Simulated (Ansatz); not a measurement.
Start from `C[C](=O)[SnH3]` and change one atom or group to get `BOC(C)=O`.

Ansatz, PBE0-D4/def2-TZVP geometries, multiplicity 1. 

Elements past krypton have def2 core potentials.

```tsv
property	`C[C](=O)[SnH3]`
LUMO energy (B3LYP/def2-TZVPP) / eV	-1.31
LUMO energy (PBE0/def2-TZVPP) / eV	-1.05
HOMO energy (ωB97M-V/def2-TZVPP) / eV	-8.86
HOMO–LUMO gap (PBE/def2-TZVPP) / eV	3.21
HOMO energy (PBE/def2-TZVPP) / eV	-5.42
HOMO energy (PBE0/def2-TZVPP) / eV	-6.68
```

What does the change do to each property? (An estimate is asked.)

Computed: 
| property | `BOC(C)=O` | shift |
| --- | --- | --- |
| LUMO energy (B3LYP/def2-TZVPP) / eV | -1.49 | -0.18 |
| LUMO energy (PBE0/def2-TZVPP) / eV | -1.23 | -0.18 |
| HOMO energy (ωB97M-V/def2-TZVPP) / eV | -10.83 | -1.97 |
| HOMO–LUMO gap (PBE/def2-TZVPP) / eV | 4.45 | 1.24 |
| HOMO energy (PBE/def2-TZVPP) / eV | -6.75 | -1.33 |
| HOMO energy (PBE0/def2-TZVPP) / eV | -8.39 | -1.71 |

With PBE0 the HOMO falls by 1.71 eV and the LUMO falls by 0.18 eV, so the gap widens by about 1.53 eV. PBE moves the HOMO by -1.33 eV and ωB97M-V by -1.97 eV.

B3LYP here is the variant with VWN-RPA as its local correlation; programs differ in this.
